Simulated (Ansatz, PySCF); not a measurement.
Sn(F)(Cl)(NH2)2 (ClFH4N2Sn), SMILES [NH2][Sn]([NH2])([F])[Cl]. Atoms are numbered in the order given.

```xyz
9

N     -1.7447    -1.2687    -0.1421
Sn    -0.0594    -0.2305     0.2609
N      1.5924    -1.3407    -0.0766
F     -0.2941     0.2850     2.1182
Cl     0.2646     1.7830    -0.9127
H     -1.8810    -1.3966    -1.1465
H     -2.5675    -0.7816     0.2185
H      1.7138    -2.0641     0.6346
H      2.4320    -0.7592    -0.0753
```
Charge 0, spin multiplicity 1.

Geometry optimised at r2SCAN-D4/def2-SVP. The structure was generated by enumeration; whether it is a known compound was not checked. The def2 effective core potentials stand for the cores of Sn; spin–orbit coupling is left out. The values are those of a single conformer.

Two levels are set side by side: PBE-D3(BJ)/def2-SVP (Ansatz, an electronic-structure program) and r2SCAN-D4/def2-SVP (Ansatz). Each level has its own optimised geometry; the coordinates shown are those of the second. Frequencies come from the Hessian of PySCF at each geometry. Differences are taken from unrounded values.

```tsv
quantity	r2SCAN-D4
mean bond length (Å)	1.552
bond N1–Sn2 (Å)	2.020
bond Sn2–N3 (Å)	2.019
bond Sn2–F4 (Å)	1.942
bond Sn2–Cl5 (Å)	2.353
bond N1–H6 (Å)	1.022
bond N1–H7 (Å)	1.022
bond N3–H8 (Å)	1.022
bond N3–H9 (Å)	1.021
highest harmonic wavenumber (cm⁻¹)	3612
mean harmonic wavenumber (cm⁻¹)	1119
zero-point energy (kcal/mol)	33.58
```

What does PBE-D3(BJ) give, and how far is it from r2SCAN-D4? (The exact figures need the calculation; the answer reports its results.)


```csv
quantity,PBE-D3(BJ),PBE-D3(BJ) minus r2SCAN-D4
mean bond length (Å),1.568,0.015
bond N1–Sn2 (Å),2.044,0.024
bond Sn2–N3 (Å),2.043,0.024
bond Sn2–F4 (Å),1.962,0.020
bond Sn2–Cl5 (Å),2.371,0.018
bond N1–H6 (Å),1.031,0.009
bond N1–H7 (Å),1.031,0.009
bond N3–H8 (Å),1.031,0.009
bond N3–H9 (Å),1.030,0.009
highest harmonic wavenumber (cm⁻¹),3504,-108
mean harmonic wavenumber (cm⁻¹),1089,-29
zero-point energy (kcal/mol),32.70,-0.88
```
